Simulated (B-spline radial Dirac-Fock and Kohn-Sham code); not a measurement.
Dipole and non-dipole photoemission parameters of Re⁴⁺ 5p3/2

System: Re⁴⁺ in the configuration [Xe] 4f14 5d3; threshold 95.02 eV (orbital energy of the model). Method: Dirac-Hartree-Slater photoionisation with a Latter tail; cross sections with all multipoles, angular parameters from the dipole term and its interference with E2. Computed with a B-spline atomic structure program.

For linearly polarised light dσ/dΩ = σ/(4π) [1 + β P₂(cos θ) + (δ + γ cos²θ) sin θ cos φ], with θ from the polarisation vector and φ the angle between the beam and the projection of the electron momentum on the plane normal to the polarisation.

```tsv
hν (eV)	σ (kb)	β	γ	δ
116	331	0.207	0.363	-0.044
176	175	-0.258	-0.014	0.010
300	100	0.428	0.004	0.041
348	86.3	0.619	0.069	0.039
368	81.4	0.686	0.093	0.038
400	74.4	0.782	0.131	0.036
661	40.4	1.227	0.283	0.016
778	32.5	1.333	0.286	0.010
792	31.7	1.343	0.285	0.010
836	?	?	?	?
1000	22.8	1.463	0.251	0.004
1253.6	16.3	1.556	0.187	0.000
1350	14.5	1.581	0.161	-0.001
1860	8.61	1.669	0.047	-0.001
2310	5.90	1.709	-0.014	0.000
2984.4	3.68	1.741	-0.044	0.003
6150	0.836	1.746	0.258	0.012
7910	0.473	1.721	0.512	0.017
8590	0.390	1.710	0.610	0.019
9560	0.303	1.694	0.747	0.022
9630	0.298	1.693	0.756	0.022
13300	0.134	1.630	1.236	0.035
14100	0.116	1.616	1.331	0.039
15000	0.0985	1.601	1.434	0.042
```

Question: Give the values at 836 eV.

Answer: σ = 29.4 kb, β = 1.374, γ = 0.280, δ = 0.008.
